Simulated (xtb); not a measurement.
xtb input (GFN2-xTB):

```bash
xtb mol.xyz --gfn 2 --sp --chrg 0 --uhf 0
```
mol.xyz:
```
9

Mg    -0.00000000    -0.00000000    -0.00000000
C      1.61220562     0.24079058    -1.31322951
H      2.35834342    -0.54997301    -1.18953383
H      2.12560455     1.19413256    -1.15546417
H      1.29099143     0.21835513    -2.35900549
C     -1.61220562    -0.24079058     1.31322951
H     -2.19206202    -1.13993701     1.08381383
H     -2.30280754     0.60677307     1.26812799
H     -1.28006984    -0.32935074     2.35206165
```

Output:

```
           -------------------------------------------------
          |                Calculation Setup                |
           -------------------------------------------------

           -------------------------------------------------
          |                 G F N 2 - x T B                 |
           -------------------------------------------------

        Reference                      10.1021/acs.jctc.8b01176
      * Hamiltonian:
        H0-scaling (s, p, d)           1.850000    2.230000    2.230000
        zeta-weighting                 0.500000
      * Dispersion:
        s8                             2.700000
        a1                             0.520000
        a2                             5.000000
        s9                             5.000000
      * Repulsion:
        kExp                           1.500000    1.000000
        rExp                           1.000000
      * Coulomb:
        alpha                          2.000000
        third order                    shell-resolved
        anisotropic                    true
        a3                             3.000000
        a5                             4.000000
        cn-shift                       1.200000
        cn-exp                         4.000000
        max-rad                        5.000000

          ...................................................
          :                      SETUP                      :
          :.................................................:
          :  # basis functions                  24          :
          :  # atomic orbitals                  23          :
          :  # shells                           13          :
          :  # electrons                        16          :
          :  max. iterations                   250          :
          :  Hamiltonian                  GFN2-xTB          :
          :  restarted?                      false          :
          :  GBSA solvation                  false          :
          :  PC potential                    false          :
          :  electronic temp.          300.0000000     K    :
          :  accuracy                    1.0000000          :
          :  -> integral cutoff          0.2500000E+02      :
          :  -> integral neglect         0.1000000E-07      :
          :  -> SCF convergence          0.1000000E-05 Eh   :
          :  -> wf. convergence          0.1000000E-03 e    :
          :  Broyden damping             0.4000000          :
          :  net charge                          0          :
          :  unpaired electrons                  0          :
          ...................................................

 iter      E             dE          RMSdq      gap      omega  full diag
   1     -6.9635792 -0.696358E+01  0.218E+01    0.20       0.0  T
   2     -7.1826397 -0.219060E+00  0.119E+01    6.97       1.0  T
   3     -7.8950610 -0.712421E+00  0.378E+00    2.09       1.0  T
   4     -7.8684625  0.265985E-01  0.439E+00    1.75       1.0  T
   5     -7.8961145 -0.276521E-01  0.231E+00    2.30       1.0  T
   6     -7.8971147 -0.100012E-02  0.220E+00    2.27       1.0  T
   7     -7.8959727  0.114200E-02  0.773E-01    2.32       1.0  T
   8     -7.8976614 -0.168879E-02  0.431E-01    2.26       1.0  T
   9     -7.8980168 -0.355348E-03  0.203E-01    2.23       1.0  T
  10     -7.8981124 -0.955734E-04  0.110E-01    2.21       1.0  T
  11     -7.8981539 -0.415380E-04  0.124E-02    2.20       2.7  T
  12     -7.8981546 -0.726233E-06  0.157E-03    2.20      21.2  T
  13     -7.8981546 -0.307319E-08  0.175E-04    2.20     190.7  T
  14     -7.8981546 -0.727400E-10  0.100E-04    2.20     332.3  T

   *** convergence criteria satisfied after 14 iterations ***

         #    Occupation            Energy/Eh            Energy/eV
      -------------------------------------------------------------
         1        2.0000           -0.5428074             -14.7705
         2        2.0000           -0.5332218             -14.5097
         3        2.0000           -0.4334393             -11.7945
         4        2.0000           -0.4334393             -11.7945
         5        2.0000           -0.4277543             -11.6398
         6        2.0000           -0.4277543             -11.6398
         7        2.0000           -0.3886822             -10.5766
         8        2.0000           -0.3137747              -8.5382 (HOMO)
         9                         -0.2330244              -6.3409 (LUMO)
        10                         -0.0260935              -0.7100
        11                         -0.0260935              -0.7100
        12                          0.0053936               0.1468
        13                          0.0053936               0.1468
       ...                                ...                  ...
        23                          0.9848362              26.7988
      -------------------------------------------------------------
                  HL-Gap            0.0807503 Eh            2.1973 eV
             Fermi-level           -0.2733995 Eh           -7.4396 eV

 SCC (total)                   0 d,  0 h,  0 min,  0.004 sec
 SCC setup                      ...        0 min,  0.000 sec (  2.422%)
 Dispersion                     ...        0 min,  0.000 sec (  1.095%)
 classical contributions        ...        0 min,  0.000 sec (  0.490%)
 integral evaluation            ...        0 min,  0.001 sec ( 12.683%)
 iterations                     ...        0 min,  0.002 sec ( 60.728%)
 molecular gradient             ...        0 min,  0.001 sec ( 20.613%)
 printout                       ...        0 min,  0.000 sec (  1.735%)

         :::::::::::::::::::::::::::::::::::::::::::::::::::::
         ::                     SUMMARY                     ::
         :::::::::::::::::::::::::::::::::::::::::::::::::::::
         :: total energy              -7.791282042302 Eh    ::
         :: gradient norm              0.009137478202 Eh/a0 ::
         :: HOMO-LUMO gap              2.197328226239 eV    ::
         ::.................................................::
         :: SCC energy                -7.898152710386 Eh    ::
         :: -> isotropic ES            0.035494159707 Eh    ::
         :: -> anisotropic ES          0.004427850836 Eh    ::
         :: -> anisotropic XC          0.003786806579 Eh    ::
         :: -> dispersion             -0.002727320593 Eh    ::
         :: repulsion energy           0.106870668084 Eh    ::
         :: add. restraining           0.000000000000 Eh    ::
         :: total charge               0.000000000000 e     ::
         :::::::::::::::::::::::::::::::::::::::::::::::::::::

           -------------------------------------------------
          |                Property Printout                |
           -------------------------------------------------

    * Orbital Energies and Occupations

         #    Occupation            Energy/Eh            Energy/eV
      -------------------------------------------------------------
         1        2.0000           -0.5428074             -14.7705
         2        2.0000           -0.5332218             -14.5097
         3        2.0000           -0.4334393             -11.7945
         4        2.0000           -0.4334393             -11.7945
         5        2.0000           -0.4277543             -11.6398
         6        2.0000           -0.4277543             -11.6398
         7        2.0000           -0.3886822             -10.5766
         8        2.0000           -0.3137747              -8.5382 (HOMO)
         9                         -0.2330244              -6.3409 (LUMO)
        10                         -0.0260935              -0.7100
        11                         -0.0260935              -0.7100
Note: The following floating-point exceptions are signalling: IEEE_UNDERFLOW_FLAG IEEE_DENORMAL
normal termination of xtb
        12                          0.0053936               0.1468
        13                          0.0053936               0.1468
        14                          0.0513134               1.3963
        15                          0.0513134               1.3963
        16                          0.1087292               2.9587
        17                          0.2373996               6.4600
        18                          0.2499111               6.8004
        19                          0.2499111               6.8004
       ...                                ...                  ...
        23                          0.9848362              26.7988
      -------------------------------------------------------------
                  HL-Gap            0.0807503 Eh            2.1973 eV
             Fermi-level           -0.2733995 Eh           -7.4396 eV

     #   Z          covCN         q      C6AA      α(0)
     1  12 Mg       1.606     0.432   110.214    24.840
     2   6 C        3.572    -0.270    27.000     7.557
     3   1 H        0.925     0.018     2.763     2.600
     4   1 H        0.925     0.018     2.763     2.600
     5   1 H        0.925     0.018     2.763     2.600
     6   6 C        3.572    -0.270    27.000     7.557
     7   1 H        0.925     0.018     2.763     2.600
     8   1 H        0.925     0.018     2.763     2.600
     9   1 H        0.925     0.018     2.763     2.600

 Mol. C6AA /au·bohr⁶  :        903.669353
 Mol. C8AA /au·bohr⁸  :      33957.757237
 Mol. α(0) /au        :         55.550859

Wiberg/Mayer (AO) data.
largest (>0.10) Wiberg bond orders for each atom

 ---------------------------------------------------------------------------
     #   Z sym  total        # sym  WBO       # sym  WBO       # sym  WBO
 ---------------------------------------------------------------------------
     1  12 Mg   1.803 --     6 C    0.753     2 C    0.753
     2   6 C    3.856 --     3 H    0.948     4 H    0.948     5 H    0.948
                             1 Mg   0.753     6 C    0.253
     3   1 H    0.999 --     2 C    0.948
     4   1 H    0.999 --     2 C    0.948
     5   1 H    0.999 --     2 C    0.948
     6   6 C    3.856 --     9 H    0.948     8 H    0.948     7 H    0.948
                             1 Mg   0.753     2 C    0.253
     7   1 H    0.999 --     6 C    0.948
     8   1 H    0.999 --     6 C    0.948
     9   1 H    0.999 --     6 C    0.948
 ---------------------------------------------------------------------------

Topologies differ in total number of bonds
Writing topology from bond orders to xtbtopo.mol

molecular dipole:
                 x           y           z       tot (Debye)
 q only:       -0.000      -0.000       0.000
   full:       -0.000      -0.000       0.000       0.000
molecular quadrupole (traceless):
                xx          xy          yy          xz          yz          zz
 q only:       -2.435      -0.830       2.999       4.527       0.676      -0.564
  q+dip:       -1.056      -0.360       1.301       1.964       0.293      -0.245
   full:       -2.510      -0.856       3.092       4.667       0.697      -0.582

           -------------------------------------------------
          | TOTAL ENERGY               -7.791282042302 Eh   |
          | GRADIENT NORM               0.009137478202 Eh/α |
          | HOMO-LUMO GAP               2.197328226239 eV   |
           -------------------------------------------------

------------------------------------------------------------------------
------------------------------------------------------------------------
 total:
 SCF:
```
